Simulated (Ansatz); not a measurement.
Consider the redistribution: `[OH][Mg][F]` + `[OH][GeH]([OH])[F]` → `[F][Mg][F]` + `[OH][GeH]([OH])[OH]`.

Calculated with Ansatz (gas phase, PBE0-D4/def2-TZVP geometries, no zero-point term in ΔE). CBS: MP2 limit from def2 TZ/QZ plus the TZ coupled-cluster correction, frozen cores. Functionals use def2-TZVPP. For Ge, Mg outer-core shells are correlated without core-valence functions, which leaves a few kJ/mol of doubt a bond. Scalar relativity is left out up to krypton. Each species was taken in one conformer, which may not be the lowest.

| level | ΔE (kJ/mol) | difference from CCSD(T)/CBS |
| --- | --- | --- |
| PBE-D4 | -28.0 | -0.8 |
| BLYP-D4 | -26.5 | 0.7 |
| r2SCAN-D4 | -23.8 | 3.4 |
| B97M-V | -25.0 | 2.2 |
| r2SCAN0-D4 | -23.9 | 3.3 |
| ωB97M-V | -24.3 | 2.9 |
| BLYP | -24.3 | 2.9 |
| r2SCAN | -23.5 | 3.7 |
| BHLYP | -22.0 | 5.2 |
| LC-ωPBE | -24.5 | 2.7 |
| HF/def2-SVP | -20.8 | 6.4 |
| CCSD/def2-SVP | -25.8 | 1.4 |
| HF/def2-QZVPP | -21.6 | 5.6 |
| SCS-MP2/def2-QZVPP | -26.1 | 1.1 |
| HF/CBS(def2) | -21.9 | 5.3 |
| MP2/CBS(def2) | -27.5 | -0.3 |
| CCSD(T)/CBS | -27.2 | 0 |

Largest T1 diagnostic among the species: 0.012.

Leaving LDA and LC-ωPBE aside and taking each functional with its dispersion term where it has one, the values, not all of them listed here, spread over 7.1 kJ/mol, from revPBE-D4 to CAM-B3LYP-D4. In def2-TZVPP, CCSD(T) changes the Hartree–Fock value by −6.4 kJ/mol (the triples alone add −1.1 kJ/mol) and MP2 by −6.7 kJ/mol.
